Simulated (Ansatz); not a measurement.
C9H14ClN⁻, that is N-butylpyridinium chloride with one electron more. Total charge -1; doublet. Geometry PBE-D4/def2-SVP, that of the neutral singlet; atoms count from 1.

Cartesian coordinates in Å:
```
C 2.346 -1.635 2.641
C 0.933 -1.660 2.055
C 0.752 -0.672 0.900
C -0.662 -0.718 0.312
N -0.890 0.242 -0.776
C -1.458 1.482 -0.481
C -1.851 2.279 -1.628
C -1.363 1.991 -2.877
C -0.534 0.840 -3.072
C -0.332 -0.005 -2.008
H 3.104 -1.899 1.875
H 2.454 -2.351 3.481
H 2.603 -0.625 3.023
H 0.686 -2.690 1.712
H 0.194 -1.426 2.855
H 1.488 -0.896 0.096
H 0.954 0.369 1.230
H -0.891 -1.733 -0.077
H -1.410 -0.499 1.101
H -2.136 1.452 0.385
H -2.481 3.158 -1.439
H -1.619 2.632 -3.734
H -0.099 0.600 -4.051
H 0.242 -0.939 -2.089
Cl -0.029 2.703 0.566
```

The highest occupied level of the charge -1 doublet lies above zero (up to 1.90 eV). By energy differences it is unbound by 0.26 eV (vertical, against the charge 0 singlet, at PBE0-D4/def2-TZVP) and held by the finite basis.

Estimate the Mulliken populations from the PBE0/def2-TZVP orbitals of Ansatz.


```
atom  charge (e)  spin (α − β)
  C1       -0.36          0.00
  C2       -0.15          0.00
  C3       -0.21          0.01
  C4       -0.14         -0.04
  N5        0.07          0.13
  C6        0.07          0.04
  C7       -0.20          0.22
  C8       -0.23          0.33
  C9       -0.14         -0.14
 C10       -0.23          0.42
 H11        0.10          0.00
 H12        0.10          0.00
 H13        0.12          0.00
 H14        0.07          0.00
 H15        0.08          0.00
 H16        0.07          0.00
 H17        0.13          0.00
 H18        0.06          0.04
 H19        0.08          0.01
 H20        0.07          0.00
 H21        0.05         -0.02
 H22        0.04         -0.03
 H23        0.05          0.01
 H24        0.07         -0.03
Cl25       -0.59          0.04
```
Mulliken values depend strongly on the basis.

Where does the spin sit?

Summed by element: C 0.84, N 0.13, H -0.01, Cl 0.04, of 1 unpaired in all. Largest on single atoms: C10 0.42, C8 0.33, C7 0.22.

And the Mayer bond orders between heavy atoms (over 0.3)?

C1–C2 1.00 (1.53 Å); C2–C3 1.00 (1.53 Å); C3–C4 1.03 (1.53 Å); C4–N5 0.98 (1.47 Å); N5–C6 1.15 (1.40 Å); N5–C10 1.05 (1.37 Å); C6–C7 1.36 (1.45 Å); C6–Cl25 0.40 (2.15 Å); C7–C8 1.39 (1.37 Å); C8–C9 1.36 (1.43 Å); C9–C10 1.54 (1.37 Å).
